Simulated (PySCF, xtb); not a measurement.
**CH6GeS: where a starting geometry ends**

The starting geometry of this gas-phase singlet was built from a drawn formula by distance geometry and a force field; its bonds are those of `C=[SH][GeH3]`.

```json
{"atom": "C", "x (Å)": "-1.6081", "y (Å)": "0.6405", "z (Å)": "-1.4651"}
{"atom": "Ge", "x (Å)": "0.3953", "y (Å)": "-1.1449", "z (Å)": "0.0071"}
{"atom": "S", "x (Å)": "-1.0691", "y (Å)": "0.5719", "z (Å)": "0.0578"}
{"atom": "H", "x (Å)": "-2.2322", "y (Å)": "1.4329", "z (Å)": "-1.7315"}
{"atom": "H", "x (Å)": "-1.3127", "y (Å)": "-0.1394", "z (Å)": "-2.1742"}
{"atom": "H", "x (Å)": "-0.2174", "y (Å)": "1.6815", "z (Å)": "0.1557"}
{"atom": "H", "x (Å)": "1.4774", "y (Å)": "-0.8602", "z (Å)": "-1.1077"}
{"atom": "H", "x (Å)": "-0.3107", "y (Å)": "-2.4233", "z (Å)": "-0.2436"}
{"atom": "H", "x (Å)": "1.1384", "y (Å)": "-1.2017", "z (Å)": "1.3984"}
```

Question: Where would you expect an optimisation with r2SCAN-D4/def2-SVP to take it?

Answer: It keeps its bonds, and is `C=[SH][GeH3]`.

The energy falls by 0.97 eV over 21 steps:

```csv
step,E − E(last) (eV)
1,0.969
3,0.175
5,0.041
8,0.009
10,0.003
12,0.001
14,0.001
17,0.000
19,0.000
21,0.000
```

Final geometry (Å):

| atom | x (Å) | y (Å) | z (Å) |
| --- | --- | --- | --- |
| C | -1.6976 | 0.5134 | -1.2724 |
| Ge | 0.3896 | -1.2372 | 0.2461 |
| S | -1.1368 | 0.4479 | 0.3087 |
| H | -2.6494 | 1.0479 | -1.3460 |
| H | -0.9717 | 0.6587 | -2.0791 |
| H | -0.1710 | 1.4195 | 0.7712 |
| H | 1.1366 | -1.0882 | -1.0819 |
| H | -0.4237 | -2.5289 | 0.3040 |
| H | 1.3268 | -1.0580 | 1.4524 |

From the same start GFN2-xTB ends elsewhere, in pieces: CH2S + GeH4.

No frequencies were run, so the end isn't proven a minimum. Run with PySCF 2.14.0, 3.4 min on 2 threads of Intel(R) Xeon(R) Processor @ 2.70GHz, with other jobs on the host.
